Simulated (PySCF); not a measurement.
Compound: 1-(4-vinyl-phenyl)-ethanone, C10H10O.
Atom-mapped SMILES: `[CH2:1]=[CH:2][c:3]1[cH:4][cH:5][c:6]([C:7]([CH3:8])=[O:9])[cH:10][cH:11]1` (hydrogens: H12, H13 on C1; H14 on C2; H15 on C4; H16 on C5; H17, H18, H19 on C8; H20 on C10; H21 on C11)

The same species was optimised twice, with GFN2-xTB and with PBE0-D3(BJ)/def2-SVP (PySCF), and the same property calculations (PySCF, gas phase) were run on both structures.

| coordinate | GFN2-xTB | PBE0-D3(BJ)/def2-SVP | change |
| --- | --- | --- | --- |
| C6–C7 (Å) | 1.483 | 1.495 | +0.012 |
| C4–C5 (Å) | 1.379 | 1.391 | +0.012 |
| C1=C2 (Å) | 1.328 | 1.339 | +0.011 |
| C2–C3 (Å) | 1.457 | 1.467 | +0.010 |
| C3–C11 (Å) | 1.397 | 1.407 | +0.010 |
| C10–C11 (Å) | 1.376 | 1.384 | +0.008 |
| C6–C10 (Å) | 1.397 | 1.403 | +0.006 |
| C3–C4 (Å) | 1.398 | 1.403 | +0.005 |
| C5–C6 (Å) | 1.395 | 1.399 | +0.004 |
| C7–C8 (Å) | 1.510 | 1.509 | -0.001 |
| C7=O9 (Å) | 1.212 | 1.212 | 0.000 |
| C6–C7–C8 (°) | 117.2 | 118.5 | +1.3 |
| C6–C7–O9 (°) | 121.4 | 120.5 | -0.9 |
| C5–C6–C7 (°) | 123.7 | 123.2 | -0.5 |
| C8–C7–O9 (°) | 121.4 | 121.0 | -0.4 |
| C1–C2–C3 (°) | 126.7 | 127.0 | +0.3 |
| C6–C10–C11 (°) | 121.2 | 120.9 | -0.3 |
| C5–C6–C10 (°) | 118.4 | 118.7 | +0.3 |
| C3–C4–C5 (°) | 121.5 | 121.3 | -0.2 |
| C1–C2–C3–C4 (°) | 179 | -176 | +5 |
| C5–C6–C7–C8 (°) | 1 | 1 | 0 |

Rotational constants: A = 3436, B = 583.4, C = 500.3 MHz (GFN2-xTB) against A = 3415, B = 575.5, C = 494.2 MHz (PBE0-D3(BJ)/def2-SVP).

On the GFN2-xTB structure: HOMO (eV) -6.94 [PBE0/pcSseg-1]; LUMO (eV) -2.00 [PBE0/pcSseg-1]; dipole (D) 3.24 [PBE0/pcSseg-1]; GIAO shielding of C1 (ppm) 64.5 [PBE0/pcSseg-1]; GIAO shielding of C2 (ppm) 43.0 [PBE0/pcSseg-1]; GIAO shielding of C3 (ppm) 40.9 [PBE0/pcSseg-1]; GIAO shielding of C4/C11 (mean) (ppm) 55.5 [PBE0/pcSseg-1]; GIAO shielding of C5/C10 (mean) (ppm) 51.5 [PBE0/pcSseg-1]; GIAO shielding of C6 (ppm) 47.6 [PBE0/pcSseg-1]; GIAO shielding of C7 (ppm) -12.5 [PBE0/pcSseg-1]; GIAO shielding of C8 (ppm) 158.3 [PBE0/pcSseg-1].

What do these properties become on the PBE0-D3(BJ)/def2-SVP structure?

```
                                    property          level  on GFN2-xTB  on PBE0-D3(BJ)/def2-SVP  change
                                   HOMO (eV)  PBE0/pcSseg-1        -6.94                    -6.93   +0.01
                                   LUMO (eV)  PBE0/pcSseg-1        -2.00                    -2.00    0.00
                                  dipole (D)  PBE0/pcSseg-1         3.24                     3.18   -0.06
energy, GFN2-xTB geometry as zero (kcal/mol)  PBE0/pcSseg-1          0.0                     -0.4    -0.4
                  GIAO shielding of C1 (ppm)  PBE0/pcSseg-1         64.5                     61.6    -2.9
                  GIAO shielding of C2 (ppm)  PBE0/pcSseg-1         43.0                     40.4    -2.6
                  GIAO shielding of C3 (ppm)  PBE0/pcSseg-1         40.9                     39.1    -1.8
       GIAO shielding of C4/C11 (mean) (ppm)  PBE0/pcSseg-1         55.5                     53.4    -2.1
       GIAO shielding of C5/C10 (mean) (ppm)  PBE0/pcSseg-1         51.5                     49.8    -1.7
                  GIAO shielding of C6 (ppm)  PBE0/pcSseg-1         47.6                     45.5    -2.1
                  GIAO shielding of C7 (ppm)  PBE0/pcSseg-1        -12.5                    -12.8    -0.3
                  GIAO shielding of C8 (ppm)  PBE0/pcSseg-1        158.3                    157.0    -1.3
```

The heavy atoms differ by 0.027 Å rms after alignment. Among bonds between heavy atoms C1=C2, C4–C5 and C6–C7 change most and about equally (+0.011 to +0.012 Å). Changes are differences of the printed values. Neither structure is proved a minimum here.

The values belong to the conformer `[CH2:1]=[CH:2][c:3]1[cH:4][cH:5][c:6]([C:7]([CH3:8])=[O:9])[cH:10][cH:11]1`: C1–C2–C3–C4 -176°, C5–C6–C7–C8 1°.
